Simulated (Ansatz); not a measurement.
Calculated with Ansatz (gas phase, PBE0-D4/def2-TZVP geometries, no zero-point term in ΔE). CCSD(T)/CBS adds triple-zeta CCSD(T) − MP2 to the extrapolated MP2 energy (def2 sets, frozen cores). This one scheme is used for every species. Double bonds are as drawn, so ΔE can hold a change between cis and trans. Functionals use def2-TZVPP. B3LYP here is the variant with VWN-RPA as its local correlation; programs differ in this.

Reaction (silylene formation by 1,1-elimination): `C/C([SiH3])=N\[SiH3]` → `C/C=N\[SiH3]` + `[SiH2]`

| level | ΔE (kcal/mol) |
| --- | --- |
| B2PLYP | 50.9 |
| B3LYP | 48.0 |

Task: What does CCSD(T)/CBS give? (Estimate.)

Result: Ansatz gave: +52.4 kcal/mol. The listed levels differ from it by -1.5, -4.4 kcal/mol.

Largest T1 diagnostic among the species: 0.014.

In def2-TZVPP, CCSD(T) changes the Hartree–Fock value by +5.0 kcal/mol (the triples alone add +1.5 kcal/mol) and MP2 by +9.7 kcal/mol. The D4 term adds +3.8 kcal/mol with B3LYP and +2.1 kcal/mol with PBE0; it sums over pairs of atoms, weighted by their polarisabilities, and B3LYP, whose exchange is more repulsive, gets the larger term.
